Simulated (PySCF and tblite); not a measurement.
The numbers below are computed, except where a source is named.
5 constitutional isomers of C5H2FNO:

```csv
isomer,SMILES
A,[CH:1]#[C:2][c:3]1[cH:4][n:5][c:6]([F:7])[o:8]1
B,[N:1]#[C:2][C:3]1=[CH:4][C@H:5]([F:6])[C:7]1=[O:8]
C,[N:1]#[C:2][C:3]1=[C:4]([F:5])[C:6](=[O:7])[CH2:8]1
D,[CH2:1]=[C:2]1[O:3][C:4]([F:5])=[C:6]1[C:7]#[N:8]
E,[CH:1]#[C:2][c:3]1[cH:4][o:5][n:6][c:7]1[F:8]
```

Each isomer is a Boltzmann average at 298.15 K over at most 5 conformers: GFN2-xTB geometries, energies PBE0/def2-SVP (IEF-PCM, cyclohexane) (D3(BJ) added where defined), GIAO shieldings wB97X-D/pcSseg-1 (IEF-PCM, cyclohexane), GFN2-xTB thermal terms. Programs: PySCF with density fitting and tblite.

What shifts does each isomer give (ppm; of two unlike H on one atom, a is the less shielded)?


A: ¹H (against TMS): 7.63 (H4, 1H), 3.53 (H1, 1H). ¹³C (against TMS): 166.8 (C6), 145.6 (C4), 137.7 (C3), 98.6 (C1), 73.7 (C2).

B: ¹H (against TMS): 9.23 (H4, 1H), 6.26 (H5, 1H). ¹³C (against TMS): 187.5 (C4), 186.4 (C7), 139.9 (C3), 115.2 (C2), 106.6 (C5).

C: ¹H (against TMS): 3.18 (H8, 2H). ¹³C (against TMS): 191.7 (C6), 168.5 (C4), 129.1 (C3), 116.2 (C2), 45.1 (C8).

D: ¹H (against TMS): 5.64 (H1a, 1H), 5.50 (H1b, 1H). ¹³C (against TMS): 181.2 (C4), 156.3 (C2), 114.3 (C7), 100.5 (C1), 69.7 (C6).

E: ¹H (against TMS): 8.72 (H4, 1H), 3.21 (H1, 1H). ¹³C (against TMS): 186.0 (C7), 176.2 (C4), 101.1 (C3), 97.1 (C1), 71.8 (C2).

Shifts are unscaled: against experiment ¹³C can be off by 15 ppm or more and ¹H by 0.8 ppm.
